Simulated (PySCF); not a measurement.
# Reading the logs of faulty runs: BGe2H6O cation

Calculated results; nothing here was measured. They come from PySCF 2.14.0, an open-source quantum chemistry program, on an isolated molecule that a program drew, which may never have been made. The molecule is BGe2H6O cation (charge +1, singlet), drawn as the SMILES string `[OH][GeH+][BH][GeH3]`.

Each row is a Hartree-Fock (HF) and frozen-core CCSD(T) single point in the cc-pVDZ basis, meant for a local HF minimum. Run 1 is clean. Each other run has one planted mistake out of seven kinds, and not every kind appears here: one electron removed, one electron added, multiplicity raised by two, geometry at a saddle point, minimal basis STO-3G, one bond length entered in bohr, all coordinates scaled. The reference is restricted for singlets and unrestricted otherwise, and also for a bond in bohr. Adding or removing an electron swaps singlet and doublet. Electrons count all cores. HOMO and LUMO are orbital energies over both spins, the gradient is its largest component, and the lowest frequency (negative if imaginary) is given only where the gradient is small. Bond lengths are over the 9 bonds as drawn. T1 is the CCSD diagnostic: over 0.02 (restricted) or 0.045 (unrestricted) a single reference is doubtful. Germanium has the cc-pVDZ-PP basis, with a core potential (ECP10MDF) in place of its 10 inner electrons, and its 3s, 3p and 3d shells are frozen in CCSD(T).

Geometry of the clean run:
```xyz
10
BGe2H6O cation, angstrom
O     0.4457   -1.2411    2.9038
Ge    1.6294   -1.0494    1.6800
B     1.3699    0.1966    0.0266
Ge    0.4776   -0.4471   -1.7818
H    -0.3662   -0.7456    2.9124
H     2.7631   -1.9894    2.0273
H     1.7748    1.3044    0.2026
H    -0.7911    0.3878   -1.9060
H     0.1603   -1.9368   -1.7093
H     1.4918   -0.1362   -2.8730
```

| run | electrons | basis functions | <S^2> | HOMO (eV) | LUMO (eV) | gradient (hartree/bohr) | lowest frequency (cm^-1) | mean bond (Å) | longest bond (Å) | T1 | HF (hartree) | CCSD(T) (hartree) | mistake |
|---|---|---|---|---|---|---|---|---|---|---|---|---|---|
| 1 | 82 | 104 | 0.000 | -15.75 | -4.59 | 1.2e-05 | 29 | 1.5716 | 2.117 | 0.0188 | -689.51281 | -690.01903 | no fault |
| 2 | 83 | 104 | 0.769 | -6.16 | 0.52 | 4.2e-02 | - | 1.5716 | 2.117 | 0.0167 | -689.70951 | -690.22288 | one electron added |
| 3 | 82 | 104 | 0.793 | -15.82 | -4.76 | 2.7e-02 | - | 1.6656 | 2.117 | 0.0697 | -689.37188 | -689.87488 | one bond length entered in bohr |
| 4 | 82 | 104 | 2.021 | -13.37 | -6.88 | 6.3e-02 | - | 1.5716 | 2.117 | 0.0251 | -689.42038 | -689.91781 | multiplicity raised by two |
| 5 | 81 | 104 | 0.767 | -22.32 | -13.32 | 7.7e-02 | - | 1.5716 | 2.117 | 0.0294 | -688.97936 | -689.46694 | one electron removed |
| 6 | 82 | 104 | 0.000 | -15.97 | -4.62 | 4.3e-02 | - | 1.5087 | 2.032 | 0.0173 | -689.49707 | -689.99624 | ? |

**Which mistake was planted in run 6, and what did it cost?**

The mean and the longest bond both change by the same factor, 0.960, and the gradient is no longer small. So the mistake is: all coordinates scaled. Subtracting run 1 and multiplying by 627.51 kcal/mol a hartree, the energy moved by 9.9 kcal/mol in HF and 14.3 kcal/mol in CCSD(T).

Cautions from the logs. Run 3: T1 is over the limit, so its CCSD(T) energy is less reliable.
